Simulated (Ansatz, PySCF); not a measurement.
Reaction (SMILES): OB(O)P [phosphanylboronic acid] -> [O-]B(O)P + H+
Geometries: B3LYP-D3(BJ)/def2-TZVP minima from Ansatz (a first-principles code), one conformer each, not searched for the lowest.
Geometry of the first species:
```
B
O 1 1.3600
H 2 0.9657 1 112.68
O 1 1.3691 2 118.34 3 -0.10
H 4 0.9606 1 115.17 2 179.05
P 1 1.9451 2 117.74 3 -175.22
H 6 1.4144 1 96.29 2 -47.31
H 6 1.4187 7 95.01 1 97.25
```

Quantity: gas-phase deprotonation energy (enthalpy at 298 K, with B3LYP-D3(BJ) rigid-rotor harmonic-oscillator terms from PySCF), in kcal/mol. Cores are frozen in the correlated levels unless marked. Spin-orbit coupling is left out. Non-relativistic. Anions need diffuse functions: aug- sets have them; def2-D sets add few. Basis-set limits of correlation are two-point, X^-3; Hartree-Fock from the larger set.

```
level                                                program  gas-phase deprotonation energy (kcal/mol)
--------------------------------------------  --------------  -----------------------------------------
B97M-V/def2-TZVPD                                     Ansatz                                 (withheld)
B3LYP-D4/def2-TZVPD                           Ansatz + dftd4                                      346.8
B3LYP/def2-TZVPD                                      Ansatz                                      347.1
LC-wPBE-D4/def2-TZVPD                         Ansatz + dftd4                                 (withheld)
B2GP-PLYP-D4/def2-TZVPD                       Ansatz + dftd4                                      346.5
B2PLYP/def2-TZVPD                                     Ansatz                                      345.8
CCSD(T)/CBS(aug-cc-pV(T+d)Z,aug-cc-pV(Q+d)Z)          Ansatz                                      348.3
```

Problem. What belongs in the gaps?

Solution. 
- B97M-V/def2-TZVPD, gas-phase deprotonation energy (kcal/mol): 349.0
- LC-wPBE-D4/def2-TZVPD, gas-phase deprotonation energy (kcal/mol): 350.5
